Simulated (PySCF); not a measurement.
Gas-phase reaction: Ge₃H₈ + CH₄ + C₂H₆ → 3 CH₃GeH₃

Computed with PySCF and rigid-rotor harmonic-oscillator thermochemistry at 1 bar. † marks an energy on the PBE0/def2-TZVP geometry and frequencies; other levels use their own. MP2 freezes the core. 6-31G* has spherical d functions here. All species are closed-shell singlets. B3LYP is the form with VWN-RPA correlation. Ge: all electrons, no relativistic terms. MP2 isn't extrapolated to the basis-set limit.

| level | ΔH°(298 K), kJ |
|---|---|
| B3LYP/def2-TZVP† | 64 |
| BLYP/def2-TZVP† | 66 |
| HF/6-31G* | 74 |
| MP2/def2-TZVPP† | … |
| PBE/def2-SVP | 71 |
| PBE/def2-TZVP† | 69 |
| PBE0/def2-QZVP† | 66 |
| PBE0/def2-SVP† | … |
| PBE0/def2-TZVP | … |
| r2SCAN/def2-TZVP† | … |

Q: Some entries are withheld; supply them.

A: 
- MP2/def2-TZVPP†, ΔH°(298 K), kJ: 49
- PBE0/def2-SVP†, ΔH°(298 K), kJ: 68
- PBE0/def2-TZVP, ΔH°(298 K), kJ: 67
- r2SCAN/def2-TZVP†, ΔH°(298 K), kJ: 64
